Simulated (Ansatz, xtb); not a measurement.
## H3KOSi: which of two structures lies lower

Structure X: `O[SiH2][K]`, a singlet. Structure Y: a singlet given by its coordinates. Both are isolated molecules in the gas phase, relaxed with PBE0-D4/def2-TZVP; the shapes shown needn't be the lowest conformers.

X (Å):

```yaml
atoms:
  - { symbol: K, position_ang: [-1.1051, 3.0056, 0.5660] }
  - { symbol: O, position_ang: [-1.1803, -0.2519, 3.4601] }
  - { symbol: Si, position_ang: [-0.7343, 0.0906, 1.8554] }
  - { symbol: H, position_ang: [-1.8623, 0.3353, 3.7806] }
  - { symbol: H, position_ang: [-1.3114, -1.0437, 1.0266] }
  - { symbol: H, position_ang: [0.7208, -0.3250, 1.8385] }
```

Y (Å):

```xyz
6

K    -0.3646    0.7751   -2.1493
O    -0.7751   -0.7036   -0.1676
Si    0.9324   -0.4846    0.2754
H     0.8228   -0.0987    1.7437
H    -1.2711   -1.2643    0.4314
H     1.3799   -1.9223    0.4982
```

Close contacts (Å): K1–O2 2.51, K1–Si3 3.02, O2–Si3 1.78, O2–H5 0.96, Si3–H4 1.52, Si3–H6 1.52.

Energies in hartree; the thermal terms are from PBE0-D4/def2-TZVP harmonic frequencies (ideal gas, rigid rotor, one conformer each, 298.15 K, 1 atm) and include the zero-point energy:

|  | X | Y |
| --- | --- | --- |
| E, CCSD(T)/def2-TZVPP | −965.345657 | −965.360094 |
| zero-point energy | 0.029131 | 0.029462 |
| H(298 K) − E | 0.035894 | 0.035641 |
| G(298 K) − E | −0.001200 | 0.000895 |

Task: Work out ΔE, ΔE₀, ΔH and ΔG for X → Y in kJ/mol (1 Eh = 2625.50 kJ/mol) and the equilibrium ratio [Y]/[X].

Result: 1. ΔE = −965.360094 − (−965.345657) = −0.014437 Eh = −37.90 kJ/mol.
2. ΔE₀ = ΔE + ΔZPE = −0.014437 + (+0.000331) Eh = −37.04 kJ/mol.
3. ΔH = ΔE + (−0.000253) Eh = −38.57 kJ/mol.
4. ΔG = ΔE + (+0.002095) Eh = −32.40 kJ/mol, so ΔS = (ΔH − ΔG)/T = −20.7 J/(mol K).
5. kT = 0.9442 mEh, so K = [Y]/[X] = exp(−ΔG/kT) = exp(+13.07) ≈ 4.8 × 10^5.

Structure Y is favoured at this temperature. An error of 4 kJ/mol in ΔG would change K by a factor of 5. Mirror images and further conformers aren't counted.

Other levels gave ΔE = −33.2 (PBE0-D4/def2-TZVP); −33.0 (HF/def2-TZVPP); −38.2 (MP2/def2-TZVPP) kJ/mol. The correlated steps freeze 11 core orbitals; the last core shell of K is correlated, in a basis made for valence electrons. Programs: Ansatz 0.2.0.
